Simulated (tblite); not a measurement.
Species: C2H12N2SSi2.
Geometry (GFN2-xTB, Å), atoms numbered from 1 in this order:
```xyz
19
C2H12N2SSi2 angstrom
C     -1.2012    1.9165    0.1260
C     -1.0861    0.5221    0.7297
Si    -0.3262   -0.7492   -0.4558
N     -0.0060   -2.2004    0.4187
N     -1.4004   -0.9646   -1.7939
S      1.6279   -0.0984   -1.1789
Si     2.7400    0.2681    0.6041
H     -1.8947    1.9171   -0.7121
H     -1.5614    2.6314    0.8642
H     -0.2338    2.2575   -0.2369
H     -0.4787    0.5717    1.6338
H     -2.0742    0.1811    1.0359
H     -0.7849   -2.6759    0.8435
H      0.6188   -2.8724    0.0032
H     -1.1242   -1.6164   -2.5128
H     -1.7766   -0.1385   -2.2319
H      2.7239   -0.9237    1.4420
H      4.0672    0.5791    0.0986
H      2.1610    1.4041    1.3151
```

All values are computed: GFN2-xTB (tblite) harmonic vibrations without scaling, gas phase. Errors from tens to a few hundred cm⁻¹ against measured bands are possible. Modes of hydrogen on silicon can be 10 to 20 % off. One conformer, not necessarily the lowest.

Harmonic wavenumbers (cm⁻¹): 27.9, 49.9, 85.7, 106.7, 117.4, 143.9, 161.4, 178.2, 196.4, 207.4, 229.1, 253.4, 321.2, 425.6, 520.0, 529.5, 544.0, 569.3, 593.1, 686.6, 729.1, 758.6, 778.5, 786.3, 791.4, 827.7, 870.3, 930.5, 985.0, 1025.8, 1082.7, 1241.7, 1296.3, 1419.7, 1484.3, 1509.3, 1510.3, 1512.6, 1517.7, 2281.5, 2312.1, 2345.0, 2982.6, 2999.7, 3012.9, 3025.8, 3032.9, 3459.0, 3472.8, 3492.4, 3510.2.

A = 1729, B = 1047, C = 895.1 MHz; mass 152.026 u (most abundant isotopes); point group C1, symmetry number 1.

**Question.** Zero-point energy?

**Answer.** Half the sum of the wavenumbers: 31466 cm⁻¹ = 89.97 kcal/mol.

**Question.** Give the ideal-gas entropy at 298.15 K and 1 bar in the rigid-rotor, harmonic-oscillator model (classical rotation).

**Answer.** Translation 40.99, rotation 29.67, vibration 43.73: S = 114.4 cal/(mol K).

**Question.** And Cp and H(298.15 K) − H(0)?

**Answer.** Cp = 47.21 cal/(mol K), of which vibrations give 39.26 (their classical limit is 51 R = 101.3); H(298.15 K) − H(0) = 8.90 kcal/mol without the zero-point energy, 6.53 from vibrations.

**Question.** How do the functions run with temperature in this model?

**Answer.** 
| T (K) | S (cal/(mol K)) | Cp (cal/(mol K)) | H − H(0) (kcal/mol) | G − H(0) (kcal/mol) | ln q(vib) |
| --- | --- | --- | --- | --- | --- |
| 50 | 62.2 | 16.4 | 0.58 | -2.53 | 1.08 |
| 100 | 76.5 | 25.2 | 1.63 | -6.01 | 3.08 |
| 373.15 | 125.7 | 53.9 | 12.70 | -34.22 | 13.68 |
| 500 | 142.8 | 62.9 | 20.13 | -51.27 | 17.97 |
| 750 | 170.8 | 75.2 | 37.51 | -90.61 | 25.54 |
| 1000 | 193.7 | 83.7 | 57.44 | -136.26 | 32.17 |

q(vib) and H(0) count from the zero-point level.

**Question.** Blend soft modes into free rotors: weight 1/[1 + (100 cm⁻¹/ν̃)⁴] for the oscillator and the rest for a rotor with moment μB/(μ + B), μ = h/(8π²ν), B = 10⁻⁴⁴ kg m². What vibrational entropy results?

**Answer.** 39.77 cal/(mol K) in place of 43.73, which changes −T·S at 298.15 K by +1.18 kcal/mol.

Hindered rotation and anharmonicity are outside this model. Other conformers, if any are populated, would add a mixing term that is left out. The structure is chiral; the term R ln 2 for an equal mix with its mirror image is left out.

The run took 1.5 s of wall time on an Arm Neoverse N1 with one thread, shared host. The figure is for the frequency step alone.
